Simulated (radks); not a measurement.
Se III, configuration [Ar] 3d10 4s2 4p2.

All-electron calculation, Dirac Kohn-Sham, LDA (Slater exchange, Perdew-Zunger correlation), spin-unpolarised, spherical densities, point nucleus; open shells fill j = l - 1/2 first. Program: a radial shooting solver on a logarithmic mesh with Libxc functionals.

Energy parts (eV):
part                       energy
total                  -66009.378
kinetic                 67571.631
electron-nucleus      -158768.213
Hartree                 27473.742
exchange-correlation    -2286.538

Orbitals (lengths in bohr, moments of r in powers of bohr; <r^-3> diverges for s and p1/2):
orbital  occ.  eigenvalue (eV)    <r^-3>      <r>
1s1/2       2        -12502.49         -  0.04414
2s1/2       2        -1626.706         -   0.1960
2p1/2       2        -1463.133         -   0.1686
2p3/2       4        -1421.451      1176   0.1724
3s1/2       2        -235.1643         -   0.5749
3p1/2       2        -179.1992         -   0.5829
3p3/2       4        -173.3100     167.5   0.5935
3d3/2       4         -76.4187     20.50   0.6265
3d5/2       6         -75.5191     19.85   0.6308
4s1/2       2         -37.7819         -    1.689
4p1/2       2         -25.9591         -    1.963
4p3/2       0         -25.4318     15.11    1.993
5s1/2       0         -11.2916         -    4.076
4d3/2       0         -10.8238    0.8730    3.099
4d5/2       0         -10.7865    0.8529    3.110
5p1/2       0          -8.3375         -    4.866
5p3/2       0          -8.2278     3.155    4.923
4f5/2       0          -4.0102  0.009616    6.780
4f7/2       0          -4.0101  0.009613    6.780

The highest occupied level is 4p1/2 at -25.959 eV. Summed over all electrons, <r^2> = 23.78 bohr^2, which gives a Langevin (diamagnetic) susceptibility term of -18.8 x 10^-6 cm^3/mol. The density falls to 0.001 e/bohr^3 at r = 3.56 bohr.
